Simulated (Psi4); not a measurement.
C₂H₆Cd, charge +1, doublet, geometry from GFN2-xTB (such geometries of metal compounds can be far from the true shape) (a state made from the parent by changing its charge; the spin is typed, not shown lowest) (core potentials on Cd); Psi4 1.11 with B3LYP5/def2-SVP.

Here is a job for Psi4.
```
memory 2 GB

molecule mol {
1 2
Cd   -0.000373    0.003440    0.000232
C     1.731822    0.272763   -1.393984
H     2.382563   -0.580095   -1.208486
H     2.178864    1.225476   -1.115331
H     1.297607    0.275399   -2.392319
C    -1.729961   -0.289934    1.392828
H    -2.186480   -1.229659    1.086646
H    -2.373819    0.573870    1.236471
H    -1.292009   -0.327068    2.388840
}

set {
  basis def2-svp
  reference uks
  scf_type pk
  puream true
  d_convergence 1e-8
  dft_radial_points 99
  dft_spherical_points 590
}

energy('b3lyp5')
print_variables()
```

Output, abridged:

```
   => Loading Basis Set <=

    Name: DEF2-SVP
    Role: ORBITAL
    Keyword: BASIS

    !!!  WARNING: ECP capability is in beta. Please check occupations closely.  !!!

         ---------------------------------------------------------
                                   SCF
               by Justin Turney, Rob Parrish, Andy Simmonett
                          and Daniel G. A. Smith
                              UKS Reference
         ---------------------------------------------------------

  ==> Geometry <==

    Molecular point group: c1
    Full point group: C1

    Geometry (in Angstrom), charge = 1, multiplicity = 2:

       Center              X                  Y                   Z               Mass
    ------------   -----------------  -----------------  -----------------  -----------------
         CD          -0.000280083746     0.002584060080     0.000174050284   113.903365090000
         C            1.731914916254     0.271907060080    -1.394041949716    12.000000000000
         H            2.382655916254    -0.580950939920    -1.208543949716     1.007825032230
         H            2.178956916254     1.224620060080    -1.115388949716     1.007825032230
         H            1.297699916254     0.274543060080    -2.392376949716     1.007825032230
         C           -1.729868083746    -0.290789939920     1.392770050284    12.000000000000
         H           -2.186387083746    -1.230514939920     1.086588050284     1.007825032230
         H           -2.373726083746     0.573014060080     1.236413050284     1.007825032230
         H           -1.291916083746    -0.327923939920     2.388782050284     1.007825032230

  Running in c1 symmetry.

  Rotational constants: A =      2.52517  B =      0.10386  C =      0.10386 [cm^-1]
  Rotational constants: A =  75702.65973  B =   3113.56637  C =   3113.49660 [MHz]
  Nuclear repulsion =  108.220806865475609

  Charge       = 1
  Multiplicity = 2
  Electrons    = 37
  Nalpha       = 19
  Nbeta        = 18

  ==> Algorithm <==

  SCF Algorithm Type is PK.
  DIIS enabled.
  MOM disabled.
  Fractional occupation disabled.
  Guess Type is SAD.
  Energy threshold   = 1.00e-06
  Density threshold  = 1.00e-08
  Integral threshold = 1.00e-12

  ==> Primary Basis <==

  Basis Set: DEF2-SVP
    Blend: DEF2-SVP
    Number of shells: 41
    Number of basis functions: 89
    Number of Cartesian functions: 96
    Spherical Harmonics?: true
    Max angular momentum: 3

  Core potential: DEF2-SVP
    Number of shells: 4
    Number of ECP primitives: 14
    Number of ECP core electrons: 28
    Max angular momentum: 3

  ==> DFT Potential <==

   => LibXC <=

    Version 7.1.2
    S. Lehtola, C. Steigemann, M. J. T. Oliveira, and M. A. L. Marques,  SoftwareX 7, 1–5 (2018) (10.1016/j.softx.2017.11.002)

   => Composite Functional: B3LYP5 <=

    B3LYP5 Hyb-GGA Exchange-Correlation Functional

    P. J. Stephens, F. J. Devlin, C. F. Chabalowski, and M. J. Frisch,  J. Phys. Chem. 98, 11623 (1994) (10.1021/j100096a001)

    Deriv               =              1
    GGA                 =           TRUE
    Meta                =          FALSE

    Exchange Hybrid     =           TRUE
    MP2 Hybrid          =          FALSE

   => Exchange Functionals <=

    0.0800   Slater exchange
    0.7200         Becke 88

   => Exact (HF) Exchange <=

    0.2000               HF

   => Correlation Functionals <=

    0.1900   Vosko, Wilk & Nusair (VWN5)
    0.8100   Lee, Yang & Parr

   => LibXC Density Thresholds  <==

    XC_HYB_GGA_XC_B3LYP5:  1.00E-15

   => Molecular Quadrature <=

    Radial Scheme          =       TREUTLER
    Pruning Scheme         =           NONE
    Nuclear Scheme         =       TREUTLER

    Blocking Scheme        =         OCTREE
    BS radius alpha        =              1
    Pruning alpha          =              1
    Radial Points          =             99
    Spherical Points       =            590
    Total Points           =         500391
    Total Blocks           =           3567
    Max Points             =            256
    Max Functions          =             88
    Weights Tolerance      =       1.00E-15

  ==> Integral Setup <==

  Using in-core PK algorithm.
   Calculation information:
      Number of atoms:                   9
      Number of AO shells:              41
      Number of primitives:             73
      Number of atomic orbitals:        96
      Number of basis functions:        89

      Integral cutoff                 1.00e-12
      Number of threads:                 1

  Performing in-core PK
  Using 16044030 doubles for integral storage.
  We computed 314062 shell quartets total.
  Whereas there are 371091 unique shell quartets.

  ==> DiskJK: Disk-Based J/K Matrices <==

    J tasked:                  Yes
    K tasked:                  Yes
    wK tasked:                  No
    Schwarz Cutoff:          1E-12

  Minimum eigenvalue in the overlap matrix is 1.0468292739E-02.
  Reciprocal condition number of the overlap matrix is 1.9971453934E-03.
    Using symmetric orthogonalization.

  ==> Pre-Iterations <==

  SCF Guess: Superposition of Atomic Densities via on-the-fly atomic UHF (no occupation information).

   -------------------------
    Irrep   Nso     Nmo
   -------------------------
     A         89      89
   -------------------------
    Total      89      89
   -------------------------

  ==> Iterations <==

                        Total Energy        Delta E     RMS |[F,P]|

   @UKS iter SAD:  -246.03725185671206   -2.46037e+02   0.00000e+00
   @UKS iter   1:  -246.54174132876244   -5.04489e-01   9.99844e-03 ADIIS/DIIS
   @UKS iter   2:  -246.20536732076400    3.36374e-01   1.28481e-02 ADIIS/DIIS
   @UKS iter   3:  -247.07708879615828   -8.71721e-01   1.03610e-03 ADIIS/DIIS
   @UKS iter   4:  -247.08144816578113   -4.35937e-03   5.01587e-04 ADIIS/DIIS
   @UKS iter   5:  -247.08233875981432   -8.90594e-04   8.36335e-05 DIIS
   @UKS iter   6:  -247.08239352082421   -5.47610e-05   2.03741e-05 DIIS
   @UKS iter   7:  -247.08239742908074   -3.90826e-06   1.68669e-05 DIIS
   @UKS iter   8:  -247.08239852219583   -1.09312e-06   9.89558e-06 DIIS
   @UKS iter   9:  -247.08239902249684   -5.00301e-07   1.09101e-06 DIIS
   @UKS iter  10:  -247.08239903142493   -8.92808e-09   3.48175e-07 DIIS
   @UKS iter  11:  -247.08239903190304   -4.78110e-10   1.11536e-07 DIIS
   @UKS iter  12:  -247.08239903198415   -8.11156e-11   1.08725e-08 DIIS
   @UKS iter  13:  -247.08239903198478   -6.25278e-13   2.03711e-09 DIIS
  Energy and wave function converged.

  ==> Post-Iterations <==

   Electrons on quadrature grid:
      Nalpha   =   18.9999998727 ; deviation = -1.273e-07
      Nbeta    =   17.9999998861 ; deviation = -1.139e-07
      Ntotal   =   36.9999997588 ; deviation = -2.412e-07

   @Spin Contamination Metric:   2.570795298E-02
   @S^2 Expected:                7.500000000E-01
   @S^2 Observed:                7.757079530E-01
   @S   Expected:                5.000000000E-01
   @S   Observed:                5.000000000E-01

    Orbital Energies [Eh]
    ---------------------

    Alpha Occupied:

[...]
      19A     -0.486348

    Alpha Virtual:

[...]
      89A     56.137880

    Beta Occupied:

[...]
    Beta Virtual:

[...]
    Final Occupation by Irrep:
              A
    DOCC [    18 ]
    SOCC [     1 ]
    NA   [    19 ]
    NB   [    18 ]

  @UKS Final Energy:  -247.08239903198478

   => Energetics <=

    Nuclear Repulsion Energy =            108.2208068654756090
    One-Electron Energy =                -609.3567011359272101
    Two-Electron Energy =                 276.8206290739736346
    DFT Exchange-Correlation Energy =     -22.7671338355068222
    Empirical Dispersion Energy =           0.0000000000000000
    VV10 Nonlocal Energy =                  0.0000000000000000
    Total Energy =                       -247.0823990319848065

  UHF NO Occupations:
  HONO-2 :   17  A 1.9997407
  HONO-1 :   18  A 1.9878155
  HONO-0 :   19  A 1.0000000
  LUNO+0 :   20  A 0.0121845
  LUNO+1 :   21  A 0.0002593
  LUNO+2 :   22  A 0.0002463
  LUNO+3 :   23  A 0.0000574

Computation Completed

Properties will be evaluated at   0.000000,   0.000000,   0.000000 [a0]

Properties computed using the SCF density matrix

 Multipole Moments:

 ------------------------------------------------------------------------------------
     Multipole            Electronic (a.u.)      Nuclear  (a.u.)        Total (a.u.)
 ------------------------------------------------------------------------------------

 L = 1.  Multiply by 2.5417464519 to convert [e a0] to [Debye]
 Dipole X            :         -0.0259516            0.0263859            0.0004343
 Dipole Y            :          0.2394595           -0.2434510           -0.0039915
 Dipole Z            :          0.0161270           -0.0163973           -0.0002704
 Magnitude           :                                                    0.0040241

 ------------------------------------------------------------------------------------

  Variable Map:
  ----------------------------------------------------------------------------
[...]
  Array Variable Map:
  ----------------------------------------------------------------------------
[...]
[...]
```
